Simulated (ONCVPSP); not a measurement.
## Ranking ONCV potentials for Zr (Z = 40)

All share these settings but for the change named:

ONCVPSP 4.0.1 input, shortened (lines: element, Z, core and valence counts, functional; n l f; lmax; l rc ep ncon nbas qcut; lloc lpopt rc5 dvloc0; l nproj debl; icmod fcfact rcfact), PBEsol, scalar-relativistic:

```
  Zr 40.00    6    4  -116133      upf
    1    0    2.00
    2    0    2.00
    2    1    6.00
    3    0    2.00
    3    1    6.00
    3    2   10.00
    4    0    2.00
    4    1    6.00
    4    2    3.00
    5    0    1.00
    2
    0    1.70    0.00    4    7    5.70
    1    1.95    0.00    4    9    6.30
    2    2.55    0.00    4    8    6.30
    4    5    1.35    6.00
    0    2    2.90
    1    1    2.10
    2    2    3.40
    2    0.35    0.75
```

Cutoff: the first of the cutoffs (Ha) at which the residual kinetic energy of the hardest occupied pseudo-wave falls to 1 and 0.1 mHa per electron; the density cutoff is not measured.

The base gives 15 Ha.

Of 7 variants that were run, those that failed, showed a ghost or another fault, or gave nearly equal values are left out.

A variant can come out equal or close to the base.

**Question.** Rank these variants from softest to hardest (loose cutoff).
A. s: qcut 3.7; p: qcut 4.1; d: qcut 4.1
B. s: qcut 4.7; p: qcut 5.2; d: qcut 5.2
C. s: qcut 7.6; p: qcut 8.4; d: qcut 8.4
D. s: qcut 5.8; p: qcut 6.4; d: qcut 6.4

**Answer.** D (15 Ha), C (20 Ha), B (31 Ha), A (38 Ha).
